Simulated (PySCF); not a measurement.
Basis and Hamiltonian dependence of the excitation energy of N

N [He] 2s2 2p3 (4S) → N [He] 2s1 2p4 (4P). All values are computed (PySCF 2.14, energy differences of UHF-based or UKS calculations, no spin-orbit coupling). Values in eV.

```tsv
basis	Hamiltonian	functions	UHF	r2SCAN	PBE0	MP2 (valence)	CCSD(T) (valence)	CCSD(T) (valence and next inner shell)
aug-cc-pVDZ	non-relativistic	23	10.984	10.413	10.724	11.047	10.823	n/a
aug-cc-pwCVDZ	non-relativistic	27	10.976	10.400	10.715	11.075	10.850	10.845
x2c-TZVPPall	spin-free X2C	31	10.952	10.363	10.671	11.076	10.971	10.954
dyall-av2z	non-relativistic	42	10.903	10.337	10.648	11.020	10.795	n/a
aug-cc-pVTZ-DK	spin-free X2C	46	10.915	10.354	10.665	11.057	10.830	n/a
x2c-QZVPPall	spin-free X2C	57	10.911	10.344	10.650	11.066	10.922	10.895
aug-cc-pCVTZ-DK	spin-free X2C	59	10.912	10.342	10.658	11.071	10.843	10.831
def2-QZVPPD	non-relativistic	63	10.887	10.319	10.625	11.037	10.810	10.788
dyall-av3z	spin-free X2C	71	10.895	10.329	10.642	11.070	10.837	n/a
x2c-QZVPPall with one added diffuse shell each of s, p, d, f type	spin-free X2C	73	10.895	10.335	10.642	11.056	10.822	10.800
dyall-acv3z	non-relativistic	76	10.870	10.304	10.615	11.044	10.814	10.814
dyall-acv3z	spin-free X2C	76	10.895	10.329	10.642	11.070	10.837	10.837
aug-cc-pVQZ	non-relativistic	80	10.873	10.309	10.619	11.034	10.802	n/a
aug-cc-pCVQZ-DK	spin-free X2C	109	10.898	10.329	10.643	11.068	n/a	n/a
```

Frozen in the all-electron rows: valence: 1s2; valence and next inner shell: nothing.

Reference for a calculation without spin-orbit coupling: 10.927 eV (measured, between term centres; NIST).
